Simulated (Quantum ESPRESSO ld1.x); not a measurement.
Problem. Os57+, 19 electrons, occupied as [Ar] 3d1 (the NIST ground configuration). Calculated with ld1.x of Quantum ESPRESSO 7.5: scalar-relativistic Kohn-Sham, relativistic LDA (MacDonald-Vosko exchange, VWN5 correlation), spin-unpolarised, spherical densities, point nucleus. Some entries of the table are withheld. Estimate them.

orbital  occ.  eigenvalue (Ry)  r(max) (bohr)
1s          2         -5697.09          0.011
2s          2              (1)            (2)
2p          6              (3)          0.052
3s          2         -478.247          0.173
3p          6              (4)          0.169
3d          1              (5)            (6)

Solution. 
(1) 2s eigenvalue (Ry): -1237.29
(2) 2s r(max) (bohr): 0.064
(3) 2p eigenvalue (Ry): -1118.60
(4) 3p eigenvalue (Ry): -443.173
(5) 3d eigenvalue (Ry): -411.146
(6) 3d r(max) (bohr): 0.135
